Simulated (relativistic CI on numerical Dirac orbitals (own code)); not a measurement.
**Hyperfine structure of Ta16+, mass number 181**

Method of calculation: Dirac-Coulomb-Breit CI, separate exchange-only KLI orbitals for each configuration, model QED, unscaled Slater integrals (own radial code, finite nucleus).

Configurations in the expansion (outside the closed core [Ar] 3d10): 4s2 4p6 4d10 4f11, 4s2 4p6 4d10 4f9 5s2, 4s2 4p6 4d10 4f10 5p, 4s2 4p6 4d10 4f10 5d, 4s2 4p6 4d9 4f12, 4s2 4p6 4d10 4f10 6s, 4s2 4p6 4d10 4f10 6p, 4s 4p6 4d10 4f12, 4s2 4p4 4d10 4f13, 4s2 4p5 4d9 4f13, 4p6 4d10 4f13, 4s 4p5 4d10 4f13. Levels of other configurations are missing.

Nuclear spin I = 7/2, μ = 2.365 μN, Q = 3.17 b (tables of Stone and Pyykkö). The electronic factors are computed for point nuclear moments, without core polarisation or the Bohr-Weisskopf and QED corrections.

```json
{"Level": "4s2 4p6 4d10 4f11 4I°_15/2", "E (cm⁻¹)": "0.0", "A (MHz)": "1024", "B (MHz)": "-3230"}
{"Level": "4s2 4p6 4d10 4f9 5s2 6H°_15/2", "E (cm⁻¹)": "6714.0", "A (MHz)": "986.8", "B (MHz)": "9590"}
{"Level": "4s2 4p6 4d10 4f11 4I°_13/2", "E (cm⁻¹)": "13880.4", "A (MHz)": "1179", "B (MHz)": "-2060"}
{"Level": "4s2 4p6 4d10 4f9 5s2 6H°_13/2", "E (cm⁻¹)": "17268.4", "A (MHz)": "1022", "B (MHz)": "7090"}
{"Level": "4s2 4p6 4d10 4f11 4I°_11/2", "E (cm⁻¹)": "20732.0", "A (MHz)": "1266", "B (MHz)": "-2070"}
{"Level": "4s2 4p6 4d10 4f9 5s2 6H°_11/2", "E (cm⁻¹)": "21898.8", "A (MHz)": "1038", "B (MHz)": "5700"}
{"Level": "4s2 4p6 4d10 4f9 5s2 6F°_11/2", "E (cm⁻¹)": "25796.9", "A (MHz)": "759.6", "B (MHz)": "-2570"}
{"Level": "4s2 4p6 4d10 4f9 5s2 6H°_9/2", "E (cm⁻¹)": "27990.9", "A (MHz)": "1157", "B (MHz)": "5640"}
```

Levels with J = 0, under 50 % of one LS term, or S terms without an open s electron are left out. Small factors come from cancelling terms and can be off by tens of per cent or more.

At this charge transitions that keep the count of f electrons are usually good to a few per cent. Terms inside the open d or f shell come out 10 to 20 % too wide with unscaled integrals. Levels that differ in their count of f electrons can be misplaced by several ten thousand cm⁻¹, since the correlation energy of f electrons is missing or only estimated; rates across such gaps can be off by orders of magnitude.

Problem. Give the hyperfine levels of 4s2 4p6 4d10 4f11 4I°_15/2 relative to its centre of gravity.

Solution. With K = F(F + 1) − I(I + 1) − J(J + 1), E = AK/2 + B[¾K(K + 1) − I(I + 1)J(J + 1)]/[2I(2I − 1)J(2J − 1)]: F = 4: -31630, F = 5: -25920, F = 6: -19210, F = 7: -11580, F = 8: -3130, F = 9: 6044, F = 10: 15820, F = 11: 26070 MHz.

LS names give the leading component of a level, which can be under half, so a name can repeat, a term be missing and a line seem to break the LS rules.
